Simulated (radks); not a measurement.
The numbers below are computed, except where a source is named.
Task: Successive ionisation energies (eV) of one element, from differences of total energies of ions in their ground configurations, starting at charge 19: 554.26, 586.01, 663.89, 696.58, 1214.7, 1289.1, 1365.2, 1442.8, 1521.9, 1602.5, 1697.3. Level of theory: Dirac Kohn-Sham, BLYP, spin-unpolarised, spherical densities, point nucleus; open shells fill j = l - 1/2 first (a radial shooting solver on a logarithmic mesh with Libxc functionals). Which element is it?

Result: Antimony (Z = 51). The first species listed is Sb19+ in [Ar] 3d10 4s2 4p2, the last Sb29+ in [Ar] 3d4.
